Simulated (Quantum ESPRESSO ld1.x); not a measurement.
Question: All-electron atom: I XXIII in [Ar] 3d10 4s2 4p1. All-electron calculation, scalar-relativistic Kohn-Sham, LDA (Slater exchange, Perdew-Wang correlation), spin-polarised, spherical densities, point nucleus; open shells are filled with parallel spins first. Program: ld1.x of Quantum ESPRESSO 7.5. Some entries of the table are withheld. Estimate them.

orbital,occ.,eigenvalue (Ry),r(max) (bohr)
1s up,1,-2470.81,0.018
1s down,1,-2470.77,0.018
2s up,1,-422.415,0.099
2s down,1,-422.390,0.099
2p up,3,-384.448,0.080
2p down,3,-384.413,0.080
3s up,1,-121.087,0.284
3s down,1,-121.041,0.284
3p up,3,-108.754,0.277
3p down,3,-108.705,0.277
3d up,5,-90.5088,0.229
3d down,5,-90.4620,0.229
4s up,1,-52.9570,(1)
4s down,1,-52.7154,(2)
4p up,1,-48.4990,0.653
4p down,0,-48.2581,0.653

Answer: 
(1) 4s up r(max) (bohr): 0.637
(2) 4s down r(max) (bohr): 0.632
